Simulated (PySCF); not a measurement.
## Spectroscopy problems

- geometry from GFN2-xTB
- σ from GIAO-PBE0/pcSseg-1
- code: PySCF 2.14.0 with density-fitted response routines
- rapidly exchanging positions averaged, non-relativistic Hamiltonian, one conformer, in vacuum

Shifts are taken against calculated references (same method and geometry level): ¹H, ¹³C against TMS. Splittings of carbon signals by F and P are missing where no couplings were computed. Where no couplings were computed, multiplicities follow the n + 1 count of equivalent neighbours, and m marks all less simple cases (inequivalent or close neighbours, rings, F or P nearby). Shifts are as computed. Against solution values, carbons near 30 ppm lie about +3 ppm off and those near 130 ppm about +5 ppm. Of 1211 compounds with measured shifts, 218 miss one by over three times the rms of a fit or turn the order of signals round; such compounds aren't used in these exercises.

(1) C$_{6}$H$_{8}$F$_{2}$O. ¹H NMR (400 MHz, computed): δ 7.28 (m, 1H), 6.35 (m, 1H), 5.46 (m, 1H), 5.43 (m, 1H), 5.35 (m, 1H), 3.75 (s, 3H). ¹³C{¹H} NMR (computed): δ 162.5 (C), 138.8 (CH), 122.3 (CH2), 121.7 (CH), 112.5 (CH), 56.4 (CH3). Identify the compound.

(2) C$_{5}$H$_{11}$N. ¹H NMR (400 MHz, computed): δ 7.68 (t, 1H), 3.60 (s, 3H), 2.33 (m, 2H), 1.57 (m, 2H), 0.87 (t, 3H). ¹³C{¹H} NMR (computed): δ 168.8, 51.0, 42.7, 23.1, 15.5. What is it?

## Answers

(1) `C=C/C=C(/OC)C(F)F`. The formula gives 2 degrees of unsaturation (no ring in the answer). 6 carbon signals for 6 carbons: no two carbons are equivalent. Carbon types of the structure: 1 × C, 3 × CH, 1 × CH2, 1 × CH3, which accounts for all hydrogens. δC 138.8: alkene CH; as expected for a trigonal carbon in a double bond. δC 122.3: terminal =CH2 carbon; as expected for a trigonal carbon in a double bond. δC 121.7: allylic sp3 CH bonded to 2 F; 2 electronegative neighbours deshield it. δC 112.5: β carbon of an enol-ether or enamine type C=C; the O or N lone pair pushes π density onto this β carbon and shields it.

The shifts were computed for this structure.

(2) SMILES CCC/C=N/C. Rings plus π bonds: 1 (no ring in the answer). 5 carbon signals for 5 carbons: no two carbons are equivalent. Carbon types of the structure: 1 × CH, 2 × CH2, 2 × CH3, which accounts for all hydrogens. δC 168.8: C=N carbon. δC 51.0: methyl carbon bonded to N; pulled downfield by the heteroatom. δC 42.7, 23.1: sp3 CH2; a saturated carbon with 2 carbon neighbours and no heteroatom attached. δH 3.60: hydrogen on a methyl carbon bonded to N; its carbon carries N, which withdraws density.

The data come from this structure; uniqueness wasn't tested.
